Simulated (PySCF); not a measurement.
MH for M along group 15

PBE with double-zeta basis sets in PySCF, for the lowest determinant that a PBE0 search found; no spin–orbit coupling. De refers to high-spin ground-configuration atoms. A positive dipole means M(−)H(+).

| M | basis | state (unpaired electrons) | Re (Å) | ωe (cm⁻¹) | De (eV) | μ (D) |
| --- | --- | --- | --- | --- | --- | --- |
| N | cc-pVDZ | triplet (π ↑↑) | 1.065 | 3090 | 3.65 | 1.45 |
| P | def2-SVP | triplet (π ↑↑) | 1.451 | 2282 | 3.20 | 0.59 |
| As | aug-cc-pVDZ-PP/aug-cc-pVDZ | triplet (π ↑↑) | 1.556 | 2067 | 2.88 | 0.03 |
| Sb | def2-SVP | triplet (π ↑↑) | 1.744 | 1850 | 2.60 | -0.19 |
| Bi | cc-pVDZ-PP/cc-pVDZ | triplet (π ↑↑) | 1.824 | 1734 | 2.43 | -0.67 |

The shortest bond is that of NH (1.065 Å), the longest that of BiH (1.824 Å).

The rows differ in basis set, which adds steps of its own.

Down a group the atoms grow and get heavier, so bonds lengthen and wavenumbers fall; this series shows no clear exception.

Spin–orbit coupling is left out, which matters for elements this heavy, above all for dissociation energies. States were picked by a PBE0 search and need not be the measured ground states.
